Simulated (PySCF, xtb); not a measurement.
SnBr2, SMILES [Br][Sn][Br] (connectivity only; charge and spin as stated), neutral, multiplicity 1.

Harmonic wavenumbers (cm⁻¹) from GFN2-xTB (xtb 6.7.1) at its own minimum, in rising order: 73, 230, 235.

Task: What does PBE-D3(BJ)/def2-SVP (PySCF) give at its own minimum? (Estimate from the structure and the level; the computed values follow.)

Result: 72, 235, 237. Paired by order, the mean absolute difference is 3 cm⁻¹ and the zero-point energies are 0.8 and 0.8 kcal/mol.
